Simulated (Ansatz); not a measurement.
`[O][GeH2][OH]`, charge 0, multiplicity 2.

(1) Give a relaxed structure at PBE0-D4/def2-TZVP (the Gaussian-basis code of Ansatz). (Best estimate.)

## Answers

(1) Computed: 
Z-matrix (Å, degrees):
```
Ge
O 1 1.768
O 1 1.790 2 111.6
H 1 1.539 2 112.1 3 -114.0
H 1 1.528 2 104.8 3 118.7
H 2 0.960 1 113.3 3 56.6
```
